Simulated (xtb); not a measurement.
xtb input (GFN2-xTB):

```bash
xtb mol.xyz --gfn 2 --ohess tight --chrg -1 --uhf 0
```
mol.xyz:
```
8

C     -1.07602777    -0.13053527     0.01404118
C      0.40188765     0.22766171    -0.02364534
C      1.34289516    -0.62347553     0.11427386
Cl     2.99090092    -0.14819393     0.09222622
H     -1.57245066     0.23251197    -0.97123418
H     -1.55245656     0.32487191     0.83692180
H     -1.22392209    -1.22990330     0.05384540
H      0.62389618     1.31667129    -0.10702394
```

End of the output:

```
   ------------------------------------------------------------------------

         :::::::::::::::::::::::::::::::::::::::::::::::::::::
         ::                  THERMODYNAMIC                  ::
         :::::::::::::::::::::::::::::::::::::::::::::::::::::
Note: The following floating-point exceptions are signalling: IEEE_UNDERFLOW_FLAG IEEE_DENORMAL
normal termination of xtb
         :: total free energy         -13.095846890243 Eh   ::
         ::.................................................::
         :: total energy              -13.123270459275 Eh   ::
         :: zero point energy           0.055346485159 Eh   ::
         :: G(RRHO) w/o ZPVE           -0.027922916127 Eh   ::
         :: G(RRHO) contrib.            0.027423569032 Eh   ::
         :::::::::::::::::::::::::::::::::::::::::::::::::::::

optimized geometry written to: xtbopt.xyz

           -------------------------------------------------
          | TOTAL ENERGY              -13.123270459275 Eh   |
          | TOTAL ENTHALPY            -13.061825659471 Eh   |
          | TOTAL FREE ENERGY         -13.095846890243 Eh   |
          | GRADIENT NORM               0.000154787805 Eh/α |
          | HOMO-LUMO GAP               4.439608868731 eV   |
           -------------------------------------------------

------------------------------------------------------------------------
------------------------------------------------------------------------
 total:
 SCF:
 ANC optimizer:
 analytical hessian:
```

It need not be the lowest isomer of its formula. Whether it binds its extra electron was not tested at this geometry.
